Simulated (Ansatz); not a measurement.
Cost and result up the ladder for KBr₂ (3 atoms). Charge 0, multiplicity 2. Geometry: PBE-D4/def2-TZVP.

```csv
atom,x (Å),y (Å),z (Å)
K1,-0.439,1.531,0.758
Br2,1.385,-0.113,-1.024
Br3,-0.946,-1.419,0.265
```

Ansatz on 2 threads of Arm Neoverse V1 on a shared host. Times are rough, and most runs start from the orbitals of an earlier one. ωB97X-V/def2-TZVP serves as the yardstick here, not as an exact answer. Differences are given only for rows in sets of like size (and for xTB, whose basis is part of the method), since another set adds its own error. Binding counts from free atoms at the same level (K doublet, Br doublet; other spins of the atoms weren't run), without zero-point energy or a counterpoise term.

The 6-31G sets use Cartesian d functions. B3LYP takes the VWN-RPA correlation. Correlated methods freeze 23 core orbitals; core or outer-core shells of K, Br are correlated, in sets that lack core-valence functions. In the doublet, Br2 and Br3 lie 2.97 Å apart (atoms count from 1), so these atoms are partly bonded to each other. The structure comes from a short search, and lower isomers may exist.

Correlated methods converge slowly with the basis.

```
                         level  functions  binding energy per atom (eV)  difference from ωB97X-V/def2-TZVP (eV)
              PBE0-D4/def2-SVP         88                          1.76                                       –
             PBE0-D4/def2-TZVP        129                          1.76                                    0.00
             ωB97X-V/def2-TZVP        129                          1.76                                    0.00
           revPBE-D4/def2-TZVP        129                          1.75                                    0.00
            CCSD(T)/def2-TZVPP        129                          1.62                                   -0.14
          r2SCAN-D4/def2-TZVPD        150                          1.85                                    0.09
              B2PLYP/def2-TZVP        129                          1.68                                   -0.08
           r2SCAN-D4/def2-TZVP        129                          1.84                                    0.09
                  HF/def2-TZVP        129                          1.14                                   -0.61
             PBE-D4/def2-TZVPD        150                          1.82                                    0.06
                B3LYP-D4/6-31G         87                          1.70                                       –
PBE-D4/def2-TZVP (with forces)        129                          1.82                                    0.06
             BLYP-D4/def2-TZVP        129                          1.75                                    0.00
               PBE-D4/def2-SVP         88                          1.82                                       –
```

Question: Estimate how long each takes.

Answer: PBE-D4/def2-SVP 2.7 s; PBE0-D4/def2-SVP 3.7 s; HF/def2-TZVP 4 s; revPBE-D4/def2-TZVP 4.2 s; B3LYP-D4/6-31G 4.3 s; PBE-D4/def2-TZVP (with forces) 4.6 s; BLYP-D4/def2-TZVP 5.5 s; PBE-D4/def2-TZVPD 7 s; B2PLYP/def2-TZVP 9 s; PBE0-D4/def2-TZVP 10 s; r2SCAN-D4/def2-TZVP 11 s; r2SCAN-D4/def2-TZVPD 13 s; ωB97X-V/def2-TZVP 19 s; CCSD(T)/def2-TZVPP 47 s. On shared hardware such times vary by a factor of up to 3.
